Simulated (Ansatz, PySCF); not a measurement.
C$_{2}$H$_{10}$InN$_{3}$ (SMILES C[N](C)[In]([NH2])[NH2]), singlet, geometry from GFN2-xTB (such geometries of metal compounds can be far from the true shape) (all electrons, no relativity), with bond 12-9 at 1.8 times its length. Base run: PySCF with CASSCF(4,4)/STO-3G.

Here is a job for PySCF.
```python
from pyscf import gto, scf, mcscf
import numpy

mol = gto.Mole()
mol.atom = '''
    In   -0.397716   -0.092066   -0.307066
    N    -0.977442   -2.081897   -0.346266
    H    -1.764907   -2.200838   -0.976497
    H    -1.274941   -2.438764    0.557059
    N    -0.759849    1.047355   -1.997903
    H    -0.590269    2.038290   -1.856747
    H    -1.721646    0.961461   -2.312807
    N     1.308226    0.374273    0.854951
    C     1.581735   -0.575467    1.906279
    C     1.462901    1.736209    1.305970
    H     2.642069   -0.514313    2.177419
    H     0.521894   -0.252893    3.551533
    H     1.376678   -1.581503    1.534794
    H     0.869129    1.969853    2.204475
    H     2.516839    1.915019    1.549459
    H     1.177842    2.415707    0.499825
'''
mol.basis = 'sto-3g'
mol.charge = 0
mol.spin = 0
mol.verbose = 4
mol.build()

mf = scf.RHF(mol)
mf.kernel()
mc = mcscf.CASSCF(mf, 4, 4)
mc.fix_spin_(ss=0.0)
mc.kernel()
occ = numpy.linalg.eigvalsh(mc.fcisolver.make_rdm1(mc.ci, mc.ncas, mc.nelecas))[::-1]
ss = mc.fcisolver.spin_square(mc.ci, mc.ncas, mc.nelecas)[0]
print('natural occupations', occ.round(4), ' <S^2>', round(ss, 4))
```

Programs used: Ansatz (a program for electronic structure), PySCF; a row that names a program was run with it.

Variants of this job, named by their change:

```
change                                                ΔE vs base (kcal/mol)            natural occupations  <S^2> of the state
----------------------------------------------------  ---------------------  -----------------------------  ------------------
base                                                                  0.000            1.97 1.72 0.28 0.03                0.00
code = ansatz; correction = SC-NEVPT2, all electrons                 -166.0                              -                   -
active space = 6 electrons, 4 orbitals                                51.15            2.00 2.00 1.97 0.03                0.00
active space = 2 electrons, 3 orbitals                                 8.83                 1.72 0.28 0.00                0.00
active space = 4 electrons, 6 orbitals                               -0.492  1.97 1.72 0.28 0.03 0.00 0.00                0.00
fix_spin_ = off                                                       0.000            1.97 1.72 0.28 0.03                0.00
solver = newton                                                       0.000            1.97 1.72 0.28 0.03                0.00
state_average = 2 states                                              12.52                              -                   -
active space = 6 electrons, 6 orbitals                               -15.53  1.98 1.97 1.72 0.28 0.03 0.02                0.00
orbitals = fixed (CASCI); correction = SC-NEVPT2                     -160.8            1.99 1.89 0.11 0.01                0.00
correction = SC-NEVPT2                                               -166.0            1.97 1.72 0.28 0.03                0.00
```

Active orbitals are taken around the Fermi level unless the row says otherwise; CASSCF can end in different local minima, and two programs can end on different orbitals. State-averaged rows give the lowest state.

Ansatz warned in this series: other orbitals give a lower active-space energy.
